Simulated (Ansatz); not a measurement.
A structure relaxed at PBE-D4/def2-SVP in Ansatz, charge 0, singlet:

```xyz
8

Zr    0.8836   -1.1838    0.9527
Zr   -0.0879    1.3314    1.9798
Zr   -1.5548    0.4562   -0.4965
Zr    1.3724    1.3379   -0.5281
P    -1.0460   -2.0329   -0.3951
P     2.4303   -0.8526   -1.0853
P    -2.3386    1.8386    1.3531
P     0.3411   -0.8947   -1.7808
```

(1) Give its formula.

(2) Summarise the bond lengths by kind (pairs closer than 1.2 times the sum of covalent radii, bridged metal pairs left out).

Answers

(1) the cluster Zr4P4.

(2) 9 × P–Zr 2.39 to 2.80 Å; 2 × Zr–Zr 2.89 to 2.90 Å; 2 × P–P 2.20 to 2.27 Å.

In the def2 sets Zr takes a core potential; there is no spin–orbit coupling. The restricted singlet is unstable towards broken spin symmetry in Hartree–Fock (as tested in another run); at PBE-D4/def2-SVP this wasn't settled. Another isomer (singlet) lies 2.73 eV lower at PBE0-D4/def2-TZVP; other spin states weren't run for this one.
